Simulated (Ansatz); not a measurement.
C$_{2}$H$_{9}$AlSi, SMILES `[CH3][AlH][SiH2]C`, charge 0, multiplicity 1.

(1) Give a relaxed structure at PBE0-D4/def2-TZVP (the Gaussian-basis code of Ansatz). (Best estimate.)

Results:

(1) Ansatz gave: 
Z-matrix (Å, degrees):
```
C
Al 1 1.956
H 1 1.096 2 110.5
H 1 1.092 2 113.7 3 121.6
H 1 1.096 2 110.3 3 -117.0
Si 2 2.462 1 122.0 3 -122.8
H 2 1.595 1 118.2 3 57.2
C 6 1.886 2 114.1 1 -0.4
H 6 1.496 2 109.7 1 121.9
H 6 1.496 2 109.8 1 -122.8
H 8 1.092 6 110.8 2 -59.9
H 8 1.092 6 111.1 2 179.9
H 8 1.092 6 110.8 2 59.7
```
Point group Cs.
This is one stationary point; other conformers may exist.
